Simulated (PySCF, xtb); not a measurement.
1-ethenylcyclopropan-1-amine (C₅H₉N), SMILES C=CC1(CC1)N. Other conformers were not sampled.

Harmonic wavenumbers (cm⁻¹) from GFN2-xTB in xtb at its own minimum, in rising order: 96, 222, 257, 304, 367, 403, 480, 669, 749, 800, 880, 889, 909, 918, 951, 1017, 1018, 1035, 1051, 1071, 1147, 1154, 1279, 1314, 1365, 1409, 1437, 1478, 1547, 1700, 3057, 3076, 3085, 3090, 3106, 3112, 3142, 3383, 3429.

**Question.** What does PBE-D3(BJ)/def2-SVP (PySCF) give at its own minimum? (An estimate is asked for; the answer gives what the named calculation found.)

**Answer.** 137, 224, 264, 310, 367, 419, 488, 668, 716, 747, 793, 850, 878, 891, 906, 964, 988, 1001, 1013, 1027, 1131, 1148, 1255, 1304, 1324, 1377, 1386, 1430, 1568, 1664, 3052, 3057, 3074, 3086, 3145, 3156, 3184, 3405, 3503. Paired by order, the mean absolute difference is 29 cm⁻¹ and the zero-point energies are 80.6 and 79.9 kcal/mol.
